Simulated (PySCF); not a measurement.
# HBiS: one-bond stretch

Level of theory: PBE0/[Bi def2-TZVP with ECP60, S def2-TZVP, H def2-TZVP], scalar-relativistic core potentials, density fitting, no spin–orbit coupling, PySCF.

Rigid scan from the singlet minimum (Bi–H 1.818 Å, Bi–S 2.305 Å; H–Bi–S 99.0°). Coordinate: the bond from Bi to the last atom (H) scaled, the rest fixed. Energies in kJ/mol from the minimum.

(1) Predict the curve at 0.92, 0.96, 1.00, 1.05, 1.12, 1.20, 1.35, 1.55, 1.80, 2.20.

## Answers

(1) 
| scale of one bond | E (kJ/mol) | dipole size (D) |
| --- | --- | --- |
| 0.92 | 13.7 | 3.60 |
| 0.96 | 3.1 | 3.58 |
| 1.00 | 0.0 | 3.56 |
| 1.05 | 3.9 | 3.54 |
| 1.12 | 19.1 | 3.52 |
| 1.20 | 44.6 | 3.54 |
| 1.35 | 101.2 | 3.65 |
| 1.55 | 174.8 | – |
| 1.80 | 249.0 | – |
| 2.20 | 326.2 | – |

At long bonds a restricted determinant can lie too high, and another spin state can fall below this curve.

No spin–orbit coupling is included, which matters more the heavier the element.
